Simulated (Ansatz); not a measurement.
Reactions of `[F][InH][SH]`.

Isolated molecules relaxed with PBE0-D4/def2-TZVP in Ansatz; ΔE leaves out vibrations. CCSD(T)/CBS is the MP2 limit (def2-TZVPP, def2-QZVPP) plus CCSD(T) − MP2 in def2-TZVPP, frozen cores. This one scheme is used for every species. DFT in def2-TZVPP. Open shells (•) are unrestricted, without spin–orbit coupling. def2 core potentials past Kr. For Ge, In outer-core shells are correlated without core-valence functions, which leaves a few kJ/mol of doubt a bond. Scalar relativity is left out up to krypton. One conformer a species, not always the lowest.

```csv
reaction,HF/CBS(def2) (eV),PBE0-D4 (eV),ωB97X-V (eV),MP2/CBS(def2) (eV),CCSD(T)/CBS(def2) (eV)
`[F][InH][SH]` + CH₄ → `[CH3][InH][SH]` + H–F,1.13,0.91,1.02,0.86,0.90
`[F][InH][SH]` + `CC` → `C[CH2][InH][F]` + H₂S,1.39,1.23,1.21,1.18,1.17
`[F][InH][SH]` + H₂ → `[SH][InH2]` + H–F,0.43,0.43,0.54,0.56,0.51
`[F][InH][SH]` + `[CH3][Al]1[CH]=[CH]1` → `[CH3][InH][SH]` + `[F][Al]1[CH]=[CH]1`,-0.78,-0.72,-0.71,-0.87,-0.82
`[F][InH][SH]` + `[GeH3][C]1=CC1` → `[F][InH][GeH3]` + `SC1=CC1`,0.90,0.62,0.74,0.79,0.78
`[F][InH][SH]` → `[F][InH]`• + `[SH]`•,2.25,3.28,3.39,3.62,3.43
```

Largest T1 diagnostic: 0.021, for `[F][InH]`•.
